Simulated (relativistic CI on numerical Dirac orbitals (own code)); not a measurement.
## Rh6+ (4d3) in a crystal field

Calculated by Dirac-Coulomb-Breit CI, KLI orbitals optimised for each configuration, QED by a radiative potential, valence Slater integrals scaled by 0.8, one configuration in a parametric crystal field (own radial code).

Field parameters in Wybourne normalisation: Td as Oh with Dq negative (B⁴₀ = 21Dq, B⁴₄ = √(5/14) B⁴₀). The field is a parameter set, without covalency.

S and J are read from ⟨S²⟩ = S(S + 1) and ⟨J²⟩ = J(J + 1) of each level; they are not fictitious spins.

Td, 10Dq = -3800 cm⁻¹, the lowest 10 levels:

```json
{"E (cm⁻¹)": "0.0", "Degeneracy": "4", "Irrep": "Γ8", "S": "1.48", "J": "1.91"}
{"E (cm⁻¹)": "1242", "Degeneracy": "2", "Irrep": "Γ7", "S": "1.49", "J": "2.66"}
{"E (cm⁻¹)": "2693", "Degeneracy": "4", "Irrep": "Γ8", "S": "1.49", "J": "3.06"}
{"E (cm⁻¹)": "4439", "Degeneracy": "2", "Irrep": "Γ6", "S": "1.48", "J": "3.96"}
{"E (cm⁻¹)": "5253", "Degeneracy": "4", "Irrep": "Γ8", "S": "1.48", "J": "3.37"}
{"E (cm⁻¹)": "5477", "Degeneracy": "2", "Irrep": "Γ7", "S": "1.48", "J": "3.37"}
{"E (cm⁻¹)": "6752", "Degeneracy": "2", "Irrep": "Γ6", "S": "1.47", "J": "4.06"}
{"E (cm⁻¹)": "7277", "Degeneracy": "4", "Irrep": "Γ8", "S": "1.46", "J": "4.32"}
{"E (cm⁻¹)": "10426", "Degeneracy": "4", "Irrep": "Γ8", "S": "1.44", "J": "4.18"}
{"E (cm⁻¹)": "14647", "Degeneracy": "4", "Irrep": "Γ8", "S": "0.74", "J": "3.39"}
```

Td, 10Dq = -6800 cm⁻¹, the lowest 10 levels:

```csv
E (cm⁻¹),Degeneracy,Irrep,S,J
0.0,4,Γ8,1.47,2.19
1064,2,Γ7,1.50,2.74
2769,4,Γ8,1.49,3.40
4298,2,Γ6,1.49,4.12
7393,4,Γ8,1.46,3.28
7635,2,Γ7,1.48,3.31
8821,2,Γ6,1.47,3.84
9089,4,Γ8,1.41,4.12
12399,4,Γ8,0.69,3.84
15097,4,Γ8,1.34,4.02
```

Td, 10Dq = -9850 cm⁻¹, the lowest 16 levels:

```tsv
E (cm⁻¹)	Degeneracy	Irrep	S	J
0.0	4	Γ8	1.45	2.40
1050	2	Γ7	1.50	2.77
2795	4	Γ8	1.49	3.52
4224	2	Γ6	1.49	4.13
9207	4	Γ8	0.74	3.80
9941	4	Γ8	1.41	3.32
10160	2	Γ7	1.46	3.27
11329	2	Γ6	1.44	3.79
12115	4	Γ8	1.40	4.05
16932	2	Γ6	0.61	4.40
17297	4	Γ8	0.63	4.35
17456	2	Γ7	0.58	3.53
18959	4	Γ8	0.85	3.14
19497	2	Γ6	1.01	1.96
19768	4	Γ8	1.05	3.50
21645	4	Γ8	1.30	3.84
```

The free-ion ground term has S = 3/2. Every field shown keeps that spin.

Levels of this model without a field, named by their leading LS term (the scale mimics covalency, so terms lie below those of the real free ion): 4F_3/2 0, 4F_5/2 1883, 4F_7/2 4075, 4F_9/2 6355, 4P_3/2 14588, 4P_1/2 14929, 2G_7/2 17038, 4P_5/2 17828 cm⁻¹.
